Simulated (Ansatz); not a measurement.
Re₃, relaxed as a quartet with UKS PBE-D4/def2-TZVP in Ansatz, starting from the PBE-D4/def2-TZVP geometry of the neutral doublet. Force threshold 0.02 eV/Å.

In the def2 sets Re takes a core potential; there is no spin–orbit coupling. The relaxation made no stability test and no search for a lower SCF solution. At PBE-D4/def2-TZVP a doublet of charge 0 lies 0.05 eV below the quartet, each at its own geometry. That doublet is doubtful there (⟨S²⟩ 1.58, where a pure state has 0.75). The structure comes from a short search, and lower isomers may exist.

Start:

Cartesian coordinates in Å:
```
Re -0.2837 0.7259 1.0333
Re 0.7456 0.5487 -0.9039
Re -0.4619 -1.2746 -0.1294
```

Estimate the energy that the relaxation releases and the steps that it takes.

0.02 eV, in 4 steps; 8 s on 4 threads of Arm Neoverse V2 on a shared host. The force fell under the threshold at step 3, but the optimiser went on. No frequencies were taken in this run, so the end may be a saddle point.

Does the start keep its bonding and symmetry?

By distances, no bond broke or formed. The bond that changes most is Re1–Re2, from 2.20 to 2.24 Å (atoms count from 1). Point group C2v at the start, C2v at the end, both within 0.05 Å.

Predict the relaxed structure.


```xyz
3

Re   -0.2958    0.7180    1.0488
Re    0.7510    0.5379   -0.9213
Re   -0.4552   -1.2559   -0.1275
```
Bond lengths (bridged metal pairs left out): 3 × Re–Re 2.24 to 2.30 Å.
